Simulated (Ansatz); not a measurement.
Ansatz (a program for electronic structure) input:
A basis named .json is the Basis Set Exchange file of that set.

Ansatz 0.2 input:
```yaml
crystal:
  periodic: [false, false, false]
  atoms:
    - {symbol: S, position_ang: [1.63749348, -0.85657043, 0.01723066]}
    - {symbol: B, position_ang: [0.15035036, 0.09925538, 0.06931417]}
    - {symbol: S, position_ang: [-0.30613823, 1.75408841, 0.49482111]}
    - {symbol: S, position_ang: [-1.37470609, -0.90903685, -0.62550926]}
    - {symbol: H, position_ang: [2.47409706, 0.11623161, 0.42400917]}
    - {symbol: H, position_ang: [0.92843983, 2.19233671, 0.80380907]}
    - {symbol: H, position_ang: [-1.14427268, -2.09746585, -0.02354289]}
    - {symbol: H, position_ang: [-2.31640259, -0.52307739, 0.26447364]}
basis:
  gaussian:
    orbitals: cc-pV_T+d_Z.json
hamiltonian:
  xc: pbe
total_charge: 1
magnetization: {spin_polarized: false}
correlation: {method: rpa, electrons: outside_noble_gas}
```

Q: Predict the final energy.

A: -1220.52089 Eh (RPA@PBE/cc-pV(T+d)Z). The basis has 203 functions.

It need not be the lowest isomer of its formula.
